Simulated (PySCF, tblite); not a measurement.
Compound: 3-aminophenol, C6H7NO.
Z-matrix (Å and degrees, GFN2-xTB geometry), rows numbered from 1:
```
N 
C   1  1.3797
C   2  1.3965  1  120.55
C   3  1.3794  2  120.10  1   176.45
C   4  1.3842  3  120.85  2     0.06
C   5  1.3899  4  119.36  3    -0.01
O   6  1.3642  5  121.89  4   179.75
C   6  1.3865  5  120.18  4     0.12
H   1  1.0068  2  116.32  3    22.29
H   1  1.0068  2  116.25  3   162.13
H   3  1.0800  2  119.48  1    -3.39
H   4  1.0801  3  119.71  2   179.88
H   5  1.0816  4  120.57  3   179.95
H   7  0.9646  6  109.37  5     0.56
H   8  1.0789  2  120.65  1     3.42
```

Computed, not measured: PBE0/pcSseg-1 in PySCF (dipole) on a GFN2-xTB geometry, gas phase.

Masses are those of the commonest isotopes; rigid-rotor values at the optimised geometry. The values belong to one conformer with, in the numbering `[NH2:1][c:2]1[cH:3][cH:4][cH:5][c:6]([OH:7])[cH:8]1`, C5–C6–O7–H 1°.

Question: What are A, B and C (cm⁻¹)?

Answer: Ia = 133.31, Ib = 274.46, Ic = 407.45 u·Å²; 505379 MHz·u·Å²/I gives 3791, 1841 and 1240 MHz, that is A = 0.12646, B = 0.06142, C = 0.04137 cm⁻¹.

Question: Classify the top.

Answer: An asymmetric top. Ray's parameter κ = (2B − A − C)/(A − C) = -0.529; −1 is the prolate and +1 the oblate limit.

Question: Is it planar, by Δ = Ic − Ia − Ib?

Answer: Not planar: Δ = Ic − Ia − Ib = -0.31 u·Å². For a rigid frame Δ = −2 Σ m c², so Σ m c² = 0.16 u·Å² lies off the ab plane: 0.11 from hydrogen and 0.04 from heavier atoms. The atom farthest from that plane is 0.24 Å away.

Question: Give the other two planar moments, Paa and Pbb, and the rms extents of the mass along the axes.

Answer: Paa = Σ m a² = (Ib + Ic − Ia)/2 = 274.30 and Pbb = Σ m b² = (Ia + Ic − Ib)/2 = 133.15 u·Å². With the mass M = 109.05 u, the rms extents √(P/M) along a, b and c are 1.59, 1.10, 0.04 Å.

Question: Which lines would a microwave search look for?

Answer: The dipole components are |μa| = 0.71 D, |μb| = 0.42 D, |μc| = 0.85 D. Intensities carry the squares of the components, which stand as 0.68 : 0.24 : 1.00 (a : b : c). Some lines, for components of 0.1 D or more:

| type | branch | J(Ka,Kc) | MHz | lower level (cm⁻¹) |
| --- | --- | --- | --- | --- |
| b | R | 3(0,3) ← 2(1,2) | 7330 | 0.353 |
| b | Q | 3(2,2) ← 3(1,3) | 8622 | 0.629 |
| c | Q | 5(3,3) ← 5(2,3) | 8986 | 1.936 |
| a | R | 3(2,1) ← 2(2,0) | 9693 | 0.613 |
| b | R | 3(1,3) ← 2(0,2) | 9743 | 0.304 |
| b | Q | 4(2,3) ← 4(1,4) | 9930 | 0.994 |
| a | R | 4(3,2) ← 3(3,1) | 12526 | 1.295 |
| b | R | 2(2,1) ← 1(1,0) | 12614 | 0.188 |
| a | R | 4(3,1) ← 3(3,0) | 12614 | 1.295 |
| b | Q | 5(4,2) ← 5(3,3) | 15565 | 2.236 |
| a | R | 5(4,2) ← 4(4,1) | 15672 | 2.232 |
| c | R | 3(2,2) ← 2(1,2) | 16897 | 0.353 |
| b | R | 4(2,3) ← 3(1,2) | 17264 | 0.749 |
| c | R | 3(3,1) ← 2(2,1) | 20565 | 0.609 |
| b | R | 5(3,3) ← 4(2,2) | 25748 | 1.377 |
| b | R | 5(3,2) ← 4(2,3) | 27689 | 1.325 |
| b | R | 4(4,1) ← 3(3,0) | 28089 | 1.295 |
| c | R | 5(5,1) ← 4(4,1) | 35681 | 2.232 |

Its GFN2-xTB frequencies are all real (lowest 208 cm⁻¹). Constants of a rigid frame at the computed geometry: no zero-point averaging, no centrifugal distortion. A rigid rotor knows nothing of inversion at nitrogen, which can split or shift real lines. Quadrupole hyperfine structure (14N) is left out.
